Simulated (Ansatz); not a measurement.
System: C2H6AlCl, net charge 0, singlet state. SMILES: [CH3][Al]([Cl])[CH3]
Geometry: optimised at B3LYP-D3(BJ)/def2-TZVP (Ansatz, a quantum-chemistry and plane-wave program).

CCSD(T) with Ansatz in growing basis sets, 24 correlated electrons. Cores are frozen in the correlated levels unless marked. UHF or UKS for open shells. No spin-orbit coupling. No relativistic terms. Costs are ratios of core time to the smallest set, on shared machines of one kind, and rough; they hold the program's checks for lower states.

```
basis        functions  cost over smallest  E(corr) (Eh)  electronic atomisation energy (kcal/mol)
-----------  ---------  ------------------  ------------  ----------------------------------------
cc-pV(D+d)Z        104                  1×       -0.5599                                     795.9
cc-pV(T+d)Z        222                 10×             ?                                         ?
```

**Question.** What does the step to cc-pV(T+d)Z buy, and how does its cost grow by formal scaling?

**Answer.** Formally CCSD grows as o²v⁴ and (T) as o³v⁴; with o = 12 and v going from 80 to 198 both grow 38-fold in the last step, while integrals and the mean field grow more slowly. That step adds 141.3 mEh of correlation energy and 44.0 kcal/mol to the atomisation energy. Row: E(corr) (Eh) -0.7012, electronic atomisation energy (kcal/mol) 840.0.
